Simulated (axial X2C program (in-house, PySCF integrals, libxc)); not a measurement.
Bond lengths and stretching modes, held linear, of ZrOH

Computed with an in-house all-electron X2C program for linear molecules (integrals from PySCF): two-component X2C with atomic mean-field Coulomb and Gaunt terms, Gaussian nuclei, basis Zr dyall-v3z, O dyall-av3z, H dyall-v3z with contracted cores. Spin-free rows use the one-electron spin-free X2C Hamiltonian.

Masses Zr 89.905, O 15.995, H 1.008 u. States: 2c Ω = 3/2 (beyond evenly filled blocks: ω = 1/2, ω = -3/2, ω = 5/2); spin-free M_S = 3/2, Λ = 0 (beyond evenly filled blocks: σα, δ+α, δ-α).

HF, 2c: energies above the lowest point

| r(Zr–O) (Å) | r(O–H) (Å) | E (meV) |
| --- | --- | --- |
| 1.8437 | 0.9292 | 108.93 |
| 1.8437 | 0.9530 | 119.13 |
| 1.8437 | 0.9768 | 161.08 |
| 1.8910 | 0.9292 | 21.79 |
| 1.8910 | 0.9530 | 32.84 |
| 1.8910 | 0.9768 | 75.65 |
| 1.8910 | 1.0007 | 145.75 |
| 1.9383 | 0.9292 | 0.00 |
| 1.9383 | 0.9530 | 11.67 |
| 1.9383 | 0.9768 | 55.11 |
| 1.9856 | 0.9530 | 43.00 |
| 1.9856 | 1.0007 | 158.01 |

Question: Fit a quadratic surface with cubic terms in each bond: where is the minimum, and what are the two stretching wavenumbers?

Answer: At HF, 2c: bonds 1.932 and 0.933 Å; harmonic stretches 677.1 and 4246.0 cm⁻¹; force constants 3.86, 10.1 and coupling 0.09 mdyn/Å.

The other levels and Hamiltonians give:

```
Hamiltonian  level  r(Zr–O) (Å)  r(O–H) (Å)  lower stretch (cm⁻¹)  upper stretch (cm⁻¹)
         2c   PBE0        1.890       0.952                 709.1                4004.1
         2c    PBE        1.894       0.963                 698.3                3858.6
         2c    MP2        1.901       0.957                 701.9                3949.5
  spin-free   PBE0        1.890       0.952                 708.9                4003.5
  spin-free     HF        1.933       0.933                 676.9                4245.8
  spin-free    PBE        1.895       0.963                 698.1                3858.0
  spin-free    MP2        1.901       0.957                 702.0                3949.2
```

Each state is one determinant, the lowest of a limited PBE0 search; the stretches come from a fit to these few points and carry an uncertainty of a few per cent. Other orders of the atoms were not compared. MP2 freezes inner shells (threshold -2 hartree). The molecule was held linear; bending was not examined, so a bent shape may lie lower. Note: several unpaired electrons, one determinant need not be a pure state.
